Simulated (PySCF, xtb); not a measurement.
Al(H)(Cl)(OEt) (C2H6AlClO), SMILES [Cl][AlH][O]CC.

xtb with GFN2-xTB at its own geometry gives an orbital gap of 4.97 eV and a dipole moment of 2.02 D.

Coordinates come from a ωB97X-D3(BJ)/def2-SVP optimisation. The structure was generated by enumeration; whether it is a known compound was not checked. One conformer was computed; it need not be the lowest.

Question: What does M06-2X/def2-TZVP run with PySCF give? (An estimate is asked for; the answer gives what the named calculation found.)

Answer: gap 9.58 eV (levels -9.83 and -0.26 eV), dipole 1.06 D.
